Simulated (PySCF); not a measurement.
CH$_{5}$BeN (SMILES [CH3][Be][NH2]), singlet, geometry from GFN2-xTB (such geometries of metal compounds can be far from the true shape); M062X/6-31G*, TDA run with PySCF.

Here is a job for PySCF.
```python
from pyscf import gto, scf, dft, tdscf

mol = gto.Mole()
mol.atom = '''
    Be   -0.05684224   -0.03600744    0.06731438
    C     1.13242913    0.41815967   -1.10182814
    H     2.05985900   -0.14903071   -1.04972758
    H     1.43883496    1.45971091   -1.01309275
    H     0.79845647    0.31511982   -2.13272710
    N    -1.11246910   -0.41013894    1.08015462
    H    -1.59900968   -1.28836809    1.15753300
    H    -1.47806288    0.16861231    1.81864344
'''
mol.basis = '6-31g*'
mol.verbose = 4
mol.build()

mf = dft.RKS(mol)
mf.xc = 'm062x'
mf.kernel()
td = mf.TDA()
td.nstates = 5
td.kernel()
td.analyze()
```

It wrote (shortened):

```
PySCF version 2.14.0

[INPUT] verbose = 4
[INPUT] num. atoms = 8
[INPUT] num. electrons = 22
[INPUT] charge = 0
[INPUT] spin (= nelec alpha-beta = 2S) = 0
[INPUT] symmetry False subgroup None
[INPUT] Mole.unit = angstrom
[INPUT] Symbol           X                Y                Z      unit          X                Y                Z       unit  Magmom
[INPUT]  1 Be    -0.056842240000  -0.036007440000   0.067314380000 AA   -0.107416265907  -0.068044200047   0.127205742445 Bohr   0.0
[INPUT]  2 C      1.132429130000   0.418159670000  -1.101828140000 AA    2.139980911179   0.790207252639  -2.082153420939 Bohr   0.0
[INPUT]  3 H      2.059859000000  -0.149030710000  -1.049727580000 AA    3.892569365220  -0.281627226049  -1.983697631602 Bohr   0.0
[INPUT]  4 H      1.438834960000   1.459710910000  -1.013092750000 AA    2.719004012850   2.758453840940  -1.914467836282 Bohr   0.0
[INPUT]  5 H      0.798456470000   0.315119820000  -2.132727100000 AA    1.508864050687   0.595490156222  -4.030270117438 Bohr   0.0
[INPUT]  6 N     -1.112469100000  -0.410138940000   1.080154620000 AA   -2.102261921041  -0.775050269619   2.041196403984 Bohr   0.0
[INPUT]  7 H     -1.599009680000  -1.288368090000   1.157533000000 AA   -3.021690365728  -2.434662837729   2.187420350146 Bohr   0.0
[INPUT]  8 H     -1.478062880000   0.168612310000   1.818643440000 AA   -2.793134038086   0.318631087130   3.436738019837 Bohr   0.0

nuclear repulsion = 51.1530736645439
number of shells = 28
number of NR pGTOs = 101
number of NR cGTOs = 52
basis = 6-31g*
ecp = {}

******** <class 'pyscf.dft.rks.RKS'> ********
method = RKS
initial guess = minao
damping factor = 0
level_shift factor = 0
DIIS = <class 'pyscf.scf.diis.CDIIS'>
diis_start_cycle = 1
diis_space = 8
diis_damp = 0
SCF conv_tol = 1e-09
SCF conv_tol_grad = None
SCF max_cycles = 50
direct_scf = True
direct_scf_tol = 1e-13
XC library pyscf.dft.libxc version 7.1.2
    S. Lehtola, C. Steigemann, M. J. T. Oliveira, and M. A. L. Marques,  SoftwareX 7, 1–5 (2018)
XC functionals = m062x
    Y. Zhao and D. G. Truhlar,  Theor. Chem. Acc. 120, 215 (2008)
    Y. Zhao and D. G. Truhlar,  Theor. Chem. Acc. 120, 215 (2008)
radial grids:
    Treutler-Ahlrichs [JCP 102, 346 (1995); DOI:10.1063/1.469408] (M4) radial grids

becke partition: Becke, JCP 88, 2547 (1988); DOI:10.1063/1.454033
pruning grids: <function nwchem_prune>
grids dens level: 3
symmetrized grids: False
atomic radii adjust function: <function treutler_atomic_radii_adjust>
small_rho_cutoff = 0
Set gradient conv threshold to 3.16228e-05
Initial guess from minao.
tot grids = 90784
init E= -110.649090748106
  HOMO = -0.329816526601701  LUMO = -0.0104491223467491  gap/eV = 8.69043
cycle= 1 E= -110.541059528479  delta_E= 0.108  |g|= 0.446  |ddm|= 2.39
  HOMO = -0.221657897986713  LUMO = 0.0818877177452864  gap/eV = 8.25990
cycle= 2 E= -110.549033317868  delta_E= -0.00797  |g|= 0.43  |ddm|= 0.634
  HOMO = -0.30875997650366  LUMO = 0.0619292698504395  gap/eV = 10.08697
cycle= 3 E= -110.590126568241  delta_E= -0.0411  |g|= 0.0411  |ddm|= 0.296
  HOMO = -0.302637395359492  LUMO = 0.05681533939293  gap/eV = 9.78121
cycle= 4 E= -110.590541113754  delta_E= -0.000415  |g|= 0.0177  |ddm|= 0.045
  HOMO = -0.304521625024785  LUMO = 0.0573102835143935  gap/eV = 9.84595
cycle= 5 E= -110.590619757063  delta_E= -7.86e-05  |g|= 0.00375  |ddm|= 0.0154
  HOMO = -0.304302670955928  LUMO = 0.057681572419344  gap/eV = 9.85009
cycle= 6 E= -110.590624199171  delta_E= -4.44e-06  |g|= 0.000756  |ddm|= 0.00408
  HOMO = -0.304436671120426  LUMO = 0.0576122797806993  gap/eV = 9.85185
cycle= 7 E= -110.590624461273  delta_E= -2.62e-07  |g|= 8.91e-05  |ddm|= 0.00116
  HOMO = -0.304432396725518  LUMO = 0.0576209354034627  gap/eV = 9.85197
cycle= 8 E= -110.590624465575  delta_E= -4.3e-09  |g|= 1.61e-05  |ddm|= 0.000158
  HOMO = -0.304433306606593  LUMO = 0.0576209376785699  gap/eV = 9.85200
cycle= 9 E= -110.590624465713  delta_E= -1.38e-10  |g|= 2.57e-06  |ddm|= 3.03e-05
  HOMO = -0.30443342350594  LUMO = 0.0576214139370141  gap/eV = 9.85201
Extra cycle  E= -110.590624465715  delta_E= -2.7e-12  |g|= 1.66e-06  |ddm|= 5.45e-06
converged SCF energy = -110.590624465715

******** <class 'pyscf.tdscf.rks.TDA'> for <class 'pyscf.dft.rks.RKS'> ********
nstates = 5 singlet
deg_eia_thresh = 1.000e-03
wfnsym = None
conv_tol = 1e-05
eigh lindep = 1e-12
eigh level_shift = 0
eigh max_cycle = 100

Excitation energies (eV)
[6.11773274 7.12498856 7.56705818 8.41539905 8.71921249]

** Singlet excitation energies and oscillator strengths **
Excited State   1:      6.11773 eV    202.66 nm  f=0.0000
      11 -> 12       -0.70137
Excited State   2:      7.12499 eV    174.01 nm  f=0.0524
      11 -> 13       -0.67050
      11 -> 14        0.10173
      11 -> 15       -0.17277
Excited State   3:      7.56706 eV    163.85 nm  f=0.0711
      10 -> 12        0.69498
Excited State   4:      8.41540 eV    147.33 nm  f=0.1224
      10 -> 13       -0.18228
      11 -> 13        0.10536
      11 -> 14        0.65555
Excited State   5:      8.71921 eV    142.20 nm  f=0.1138
      10 -> 13       -0.21339
      10 -> 14       -0.63638
      11 -> 15        0.13369

** Transition electric dipole moments (AU) **
state          X           Y           Z        Dip. S.      Osc.
  1         0.0109     -0.0072      0.0071      0.0002      0.0000
  2        -0.4039      0.1801     -0.3236      0.3003      0.0524
  3        -0.0529     -0.5657     -0.2468      0.3838      0.0711
  4         0.5497      0.1745     -0.5110      0.5938      0.1224
  5         0.3249     -0.2935      0.5839      0.5327      0.1138

** Transition velocity dipole moments (imaginary part, AU) **
state          X           Y           Z        Dip. S.      Osc.
  1         0.0023     -0.0016      0.0016      0.0000      0.0000
  2        -0.1450      0.0673     -0.1219      0.0404      0.1029
  3        -0.0092     -0.0860     -0.0359      0.0088      0.0210
  4         0.0816      0.0266     -0.0810      0.0139      0.0300
  5         0.0586     -0.0736      0.1486      0.0309      0.0644

** Transition magnetic dipole moments (imaginary part, AU) **
state          X           Y           Z
  1        -0.2638     -0.1029      0.2552
  2         0.0617      0.8393      0.3905
  3         0.6419     -0.3027      0.5500
  4         0.0143      0.0364      0.0276
  5         0.0518      0.6331      0.2898
```
